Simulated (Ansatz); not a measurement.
`C[O][Zr]([Cl])([Cl])[Cl]` + H–F → `[F][Zr]([Cl])([Cl])[Cl]` + CH₃OH at 298.15 K and 1 bar (ligand exchange at a Zr–O bond).

Gas-phase electronic energies from Ansatz, PBE0-D4/def2-TZVP geometries. CCSD(T)/CBS adds triple-zeta CCSD(T) − MP2 to the extrapolated MP2 energy (def2 sets, frozen cores). This one scheme is used for every species. Elements past krypton have def2 core potentials. For Zr outer-core shells are correlated without core-valence functions, which leaves a few kJ/mol of doubt a bond. One conformer a species, not always the lowest.

```json
{"species": "`C[O][Zr]([Cl])([Cl])[Cl]`", "CCSD(T)/CBS energy (Eh)": "-1541.64938", "H − E (kJ/mol)": "147.4", "S (J/(mol·K))": "430.0"}
{"species": "H–F", "CCSD(T)/CBS energy (Eh)": "-100.39570", "H − E (kJ/mol)": "33.5", "S (J/(mol·K))": "173.6"}
{"species": "`[F][Zr]([Cl])([Cl])[Cl]`", "CCSD(T)/CBS energy (Eh)": "-1526.43176", "H − E (kJ/mol)": "36.9", "S (J/(mol·K))": "368.6"}
{"species": "CH₃OH", "CCSD(T)/CBS energy (Eh)": "-115.61712", "H − E (kJ/mol)": "146.3", "S (J/(mol·K))": "238.2"}
```

H − E and S are ideal-gas, rigid-rotor, harmonic terms from PBE0-D4/def2-TZVP, for one conformer and one mirror image of each species. 1 Eh = 2625.50 kJ/mol, R = 8.31446 J/(mol·K).

Task: By hand: ΔE, ΔH, ΔS and ΔG.

Result: ΔE = (-1526.43176) + (-115.61712) − (-1541.64938) − (-100.39570) = -0.00380 Eh = -10.0 kJ/mol. Δ(H − E) = 36.9 + 146.3 − 147.4 − 33.5 = 2.3, so ΔH = -7.7 kJ/mol. ΔS = 368.6 + 238.2 − 430.0 − 173.6 = 3.2 J/(mol·K). ΔG = -7.7 − 298.15 × (3.2)/1000 = -8.7 kJ/mol.

Task: By hand: the equilibrium constant, and the temperature at which ΔG would vanish if ΔH and ΔS stayed fixed.

Result: log₁₀ K = −ΔG/(RT ln 10) = 1.5. ΔH and −TΔS have one sign here, so there is no such temperature. One of them is within its doubt of zero, so this could turn.

The number of gas molecules stays the same, so ΔS is small and ΔH decides. A doubt of 5 kJ/mol in ΔE shifts log₁₀ K by 0.9 here. Other conformers and mirror images would add mixing entropy, several J/(mol·K) or more a flexible species. Modes under 60 cm⁻¹, often nearly free rotors, make the harmonic entropy too high. These are equilibria of isolated gas molecules and say nothing of rates. Largest T1 diagnostic: 0.016 (customary marks: 0.02 for closed shells, 0.045 for open ones).
